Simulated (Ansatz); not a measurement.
Ansatz results at the PBE0-D4/def2-TZVP geometry: HOMO–LUMO gap (ωB97M-V/def2-TZVPP) 11.65 eV; ideal-gas entropy at 298 K and 1 bar (rigid rotor, harmonic PBE0-D4/def2-TZVP) 371 J/(mol·K); HOMO–LUMO gap (PBE/def2-TZVPP) 5.75 eV.

Each molecule was computed in one conformer, which needn't be the lowest.

(1) Which molecule gave them?
A. `C[S+](C)[AlH3-]`
B. `C[B-](C)([SH2+])Cl`
C. `[NH3+][Al-]([Cl])([Cl])[Cl]`
D. `[PH3+][GaH3-]`

## Answers

(1) C. The others give `[PH3+][GaH3-]`: 11.60, 306, 5.67; `C[S+](C)[AlH3-]`: 11.63, 360, 5.39; `C[B-](C)([SH2+])Cl`: 11.48, 373, 4.96.
